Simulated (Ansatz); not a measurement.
`B[Se]C(N)O` and `B[SiH2]C(N)O` differ in one atom or group.

Ansatz, PBE0-D4/def2-TZVP geometries, multiplicity 1. Each molecule was computed in one conformer, which needn't be the lowest.

Scalar relativity is left out up to krypton.

```json
{"property": "LUMO energy (PBE0/def2-TZVPP) / eV", "`B[Se]C(N)O`": "-1.43"}
{"property": "size of the dipole moment (ωB97M-V/def2-TZVPP) / D", "`B[Se]C(N)O`": "1.71"}
{"property": "LUMO energy (B3LYP/def2-TZVPP) / eV", "`B[Se]C(N)O`": "-1.61"}
{"property": "size of the dipole moment (B3LYP/def2-TZVPP) / D", "`B[Se]C(N)O`": "1.70"}
{"property": "LUMO energy (PBE/def2-TZVPP) / eV", "`B[Se]C(N)O`": "-2.31"}
{"property": "HOMO energy (PBE/def2-TZVPP) / eV", "`B[Se]C(N)O`": "-6.08"}
```

Question: What does the change do to each property? (Best estimate.)

Answer: The calculation gave: 
```csv
property,`B[SiH2]C(N)O`,shift
LUMO energy (PBE0/def2-TZVPP) / eV,-2.48,-1.05
size of the dipole moment (ωB97M-V/def2-TZVPP) / D,2.44,0.73
LUMO energy (B3LYP/def2-TZVPP) / eV,-2.69,-1.08
size of the dipole moment (B3LYP/def2-TZVPP) / D,2.40,0.70
LUMO energy (PBE/def2-TZVPP) / eV,-3.47,-1.16
HOMO energy (PBE/def2-TZVPP) / eV,-5.44,0.64
```

With PBE0 the HOMO rises by 0.55 eV and the LUMO falls by 1.05 eV, so the gap narrows by about 1.60 eV. PBE moves the HOMO by 0.64 eV and ωB97M-V by 0.39 eV. Dipoles are sizes alone; their direction can turn.

B3LYP here is the variant with VWN-RPA as its local correlation; programs differ in this.

Spin–orbit coupling is left out; it splits and shifts lone-pair levels of the heavy atoms by tenths of an eV.
